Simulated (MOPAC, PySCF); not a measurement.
[Y(Cl)(OH)2], neutral singlet in the gas phase. 

Cartesian coordinates (Å):
```xyz
6

Y      0.0407     0.0434     0.1379
Cl     0.9631     1.2740     2.1058
O     -0.6951    -1.8155     0.3562
H     -1.0585    -2.7016     0.4019
O      0.0207     0.9031    -1.6800
H     -0.0146     1.2636    -2.5677
```
Charge 0, spin multiplicity 1.

All levels are single points at this geometry (r2SCAN-D4/def2-SVP); Pople sets use spherical d functions. Orbital energies aren't observables, and empty levels follow the basis.

BP86/6-31G* (LANL2DZ on Y) in PySCF gives dipole (D) = 4.30.

Question: Estimate the dipole (D) from each of these levels: TPSSh-D3(BJ)/def2-TZVP in PySCF; M06-2X/6-31G* (LANL2DZ on Y) in PySCF; PBE/6-31G* (LANL2DZ on Y) in PySCF; HF/6-31G* (LANL2DZ on Y) in PySCF; PM6 in MOPAC.

Answer: 
```csv
level,dipole (D)
TPSSh-D3(BJ)/def2-TZVP in PySCF,3.65
M06-2X/6-31G* (LANL2DZ on Y) in PySCF,4.35
PBE/6-31G* (LANL2DZ on Y) in PySCF,4.28
HF/6-31G* (LANL2DZ on Y) in PySCF,4.42
PM6 in MOPAC,4.11
```
